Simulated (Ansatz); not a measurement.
A structure relaxed at r2SCAN-D4/def2-SVP in Ansatz, charge 0, singlet:

```xyz
18

C    -2.163    0.867   -0.087
C     0.781    1.544    1.886
C    -0.069   -1.852    1.002
O     0.932    0.457   -1.168
Si    1.286   -0.483   -2.471
Sn   -0.188    0.236    0.487
H    -2.566    0.182   -0.847
H    -2.838    0.874    0.781
H    -2.113    1.880   -0.510
H     0.247    1.556    2.848
H     1.813    1.203    2.051
H     0.804    2.563    1.475
H     0.982   -2.144    1.144
H    -0.504   -2.464    0.198
H    -0.622   -2.045    1.933
H     0.053   -0.912   -3.215
H     2.154    0.278   -3.420
H     2.013   -1.739   -2.086
```

**Question.** Give its formula, name or SMILES.

**Answer.** (Me)3Sn-O-SiH3 (C₃H₁₂OSiSn).

**Question.** Summarise the bond lengths by kind (pairs closer than 1.2 times the sum of covalent radii, bridged metal pairs left out).

**Answer.** 3 × C–Sn 2.15 Å; 1 × O–Si 1.64 Å; 1 × O–Sn 2.01 Å; 9 × C–H 1.10 Å; 3 × H–Si 1.49 to 1.50 Å.

In the def2 sets Sn takes a core potential; there is no spin–orbit coupling. Another isomer (singlet) lies 0.54 eV lower at PBE0-D4/def2-TZVP; other spin states weren't run for this one.
